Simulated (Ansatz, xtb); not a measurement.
**Isomers of C5H6Cl2O in order of energy**

7 gas-phase structures of C5H6Cl2O, from a drawn sample of its isomers (lower ones may exist). Each was relaxed with GFN2-xTB; where two conformers were screened, the lower at r2SCAN-D4/def2-SVP is listed:

A. `C=C(Cl)/C(Cl)=C(\C)O`, a singlet
B. `C=C(O)/C(Cl)=C(/C)Cl`, a singlet
C. `C=C(O)[C@@H](Cl)C(=C)Cl`, a singlet
D. `C=C(O)/C(Cl)=C(\C)Cl`, a singlet
E. `C=C(Cl)/C(Cl)=C(/C)O`, a singlet
F. `CC(=O)/C(Cl)=C(/C)Cl`, a singlet
G. `CC(=O)/C(Cl)=C(\C)Cl`, a singlet

**Question.** Make a reasoned guess at their ranking by r2SCAN-D4/def2-SVP single-point energy.

**Answer.** Calculated order at r2SCAN-D4/def2-SVP: G (0.0), F (3.3), A (11.5), D (16.5), B (17.4), E (18.1), C (20.5) kcal/mol. Less than 1 kcal/mol parts D and B; B and E, so the order within those pairs means little.

Energies above the lowest of each column, in kcal/mol; the last columns are at B3LYP-D3(BJ)/def2-SVP geometries and were run for some of them only (a dash: not run or not comparable):

```tsv
structure	GFN2-xTB	HF/STO-3G	r2SCAN-D4/def2-SVP	B3LYP-D3(BJ)/def2-SVP	CCSD(T)/def2-SVP + ΔMP2/def2-TZVPP
G	0.0	0.0	0.0	0.0	0.0
F	1.5	2.0	3.3	2.7	2.4
A	8.9	14.4	11.5	10.7	7.5
D	10.8	20.5	16.5	15.9	12.7
B	11.8	20.1	17.4	16.4	12.5
E	12.2	18.9	18.1	16.9	13.1
C	19.5	26.7	20.5	–	–
```

Every level run on G puts it lowest or level with the lowest. CCSD(T)/def2-SVP + ΔMP2/def2-TZVPP orders those it was run on as G (0.0), F (2.4), A (7.5), B (12.5), D (12.7), E (13.1) kcal/mol. Less than 1 kcal/mol parts B and D; D and E, so the order within those pairs means little. Flexible structures stand in one conformer each, not always the lowest. Frequencies (GFN2-xTB) were run for A, B, D, E, F, G alone. The ΔMP2 step shifts differences by up to 4.0 kcal/mol, which makes them less sure. ΔMP2 is the change of the MP2 energy from the smaller to the larger basis.

Over these structures GFN2-xTB departs from r2SCAN-D4/def2-SVP by 2.2 kcal/mol on average once a common shift is removed. A GFN2-xTB relaxation took about 0.17 s and the r2SCAN-D4/def2-SVP energy about 4.8 s on a shared host (Ansatz 0.2.0, xtb 6.7.1).
